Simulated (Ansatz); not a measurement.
One change: `C[CH2][InH][O][SiH3]` becomes `C[CH2][InH2]`.

Ansatz, PBE0-D4/def2-TZVP geometries, multiplicity 1. Each molecule was computed in one conformer, which needn't be the lowest.

Elements past krypton have def2 core potentials.

```csv
property,`C[CH2][InH][O][SiH3]`
LUMO energy (B3LYP/def2-TZVPP) / eV,-1.69
HOMO energy (ωB97M-V/def2-TZVPP) / eV,-9.60
size of the dipole moment (ωB97M-V/def2-TZVPP) / D,3.43
HOMO–LUMO gap (B3LYP/def2-TZVPP) / eV,5.52
LUMO energy (PBE0/def2-TZVPP) / eV,-1.40
size of the dipole moment (PBE/def2-TZVPP) / D,3.33
```

Problem. What does the change do to each property? (An estimate is asked.)

Solution. The calculation gave: 
| property | `C[CH2][InH2]` | shift |
| --- | --- | --- |
| LUMO energy (B3LYP/def2-TZVPP) / eV | -1.84 | -0.15 |
| HOMO energy (ωB97M-V/def2-TZVPP) / eV | -9.24 | 0.36 |
| size of the dipole moment (ωB97M-V/def2-TZVPP) / D | 0.75 | -2.68 |
| HOMO–LUMO gap (B3LYP/def2-TZVPP) / eV | 5.06 | -0.46 |
| LUMO energy (PBE0/def2-TZVPP) / eV | -1.55 | -0.15 |
| size of the dipole moment (PBE/def2-TZVPP) / D | 0.90 | -2.43 |

With PBE0 the HOMO rises by 0.33 eV and the LUMO falls by 0.15 eV, so the gap narrows by about 0.48 eV. PBE moves the HOMO by 0.19 eV and ωB97M-V by 0.36 eV. The zero-point energy changes by -63.2 kJ/mol with -12 modes. Dipoles are sizes alone; their direction can turn.

B3LYP here is the variant with VWN-RPA as its local correlation; programs differ in this.
